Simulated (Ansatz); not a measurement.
Mulliken charges of BFH$_{5}$NOSi (`OB(F)N[SiH3]`) from PBE/def2-TZVPP in Ansatz (PBE0-D4/def2-TZVP geometry).

```tsv
atom	x (Å)	y (Å)	z (Å)	charge (e)
O1	-1.684	0.189	0.691	-0.284
B2	-0.600	1.002	0.554	0.296
F3	-0.659	2.272	0.989	-0.243
N4	0.577	0.506	-0.044	-0.225
Si5	0.814	-1.104	-0.656	0.280
H6	-2.432	0.621	1.109	0.202
H7	1.345	1.153	-0.118	0.151
H8	-0.139	-1.416	-1.751	-0.058
H9	0.657	-2.121	0.413	-0.058
H10	2.203	-1.153	-1.183	-0.061
```

Question: By hand: the dipole of these point charges (1 e Å = 4.8032 D).

Answer: Σ q r = (0.106, -0.157, -0.090) e Å, of length 0.210 e Å = 1.01 D.

Question: How does the dipole of the full density compare? (Best estimate.)

Answer: The calculation gave: (-0.002, 0.076, 0.025) e Å, 0.38 D; the point charges give 2.66 times that, at 149° from its direction, so they point the opposite way.

Point charges leave out the atoms' own dipoles, such as those of lone pairs, and Mulliken's split depends on the basis, so the two needn't agree.
